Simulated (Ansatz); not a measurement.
The first iterations of a band of H2O + H8Si3 (14 atoms, charge 0, multiplicity 1).

These are results of UKS BLYP/def2-SVP in Ansatz 0.2.0, not measurements.

- movable images: 9
- climbing image: yes
- spring: 5.0 eV/Å²
- optimiser: quadratic models (default)
- start path: through a guess of the saddle point
- force threshold: 0.03 eV/Å
- iteration limit: 60
- end points: relaxed

Initial state:

```xyz
14
Properties=species:S:1:pos:R:3
Si -0.655 -0.793 0.660
Si -0.499 1.426 1.482
H -1.935 -1.367 1.212
H 0.461 -1.605 1.261
Si -0.662 -0.920 -1.712
H 2.102 0.880 -0.285
O 2.103 0.028 -0.766
H 0.850 2.015 1.148
H -0.654 1.483 2.976
H -1.542 2.310 0.861
H -0.388 0.413 -2.338
H -2.037 -1.349 -2.155
H 0.316 -1.941 -2.208
H 2.540 -0.580 -0.136
```

Final state:

```xyz
14
Properties=species:S:1:pos:R:3
Si -0.037 -2.032 -0.218
Si 0.341 3.055 1.909
H -1.205 -2.032 0.736
H 0.588 -3.403 -0.138
Si -0.771 -1.601 -2.423
H 0.582 1.724 1.264
O 1.081 -0.814 0.157
H 1.500 3.966 1.635
H 0.194 2.876 3.391
H -0.914 3.662 1.357
H -1.445 -0.263 -2.516
H -1.756 -2.663 -2.826
H 0.384 -1.632 -3.382
H 1.460 -0.844 1.055
```

| iteration | highest image above the first end (eV) | largest band force component (eV/Å) |
| --- | --- | --- |
| 1 | 2.706 | 11.739 |
| 2 | 2.109 | 2.332 |
| 3 | 1.846 | 1.657 |
| 4 | 2.054 | 2.397 |
| 5 | 1.961 | 4.109 |
| 6 | 1.894 | 1.778 |
| 7 | 1.832 | 0.950 |
| 8 | 1.519 | 2.291 |
| 9 | 1.380 | 2.075 |
| 10 | 1.365 | 0.793 |
| 11 | 1.474 | 1.505 |
| 12 | 1.446 | 0.546 |

Does the band converge within its limit, and where does its top end?

It converged. It ended after 36 iterations with the highest image 1.694 eV above the first end. Neighbouring images differ by up to 1.7 eV, so the band resolves the path poorly. A vibrational analysis at the climbing image gives one clearly imaginary mode, 414i cm⁻¹: a first-order saddle point. The orbitals stay closed-shell, which can raise the energy where a bond breaks towards radicals; this wasn't checked here.

The run took 17 min on 4 threads of Arm Neoverse N1 (shared host), peak memory 0.22 GiB.
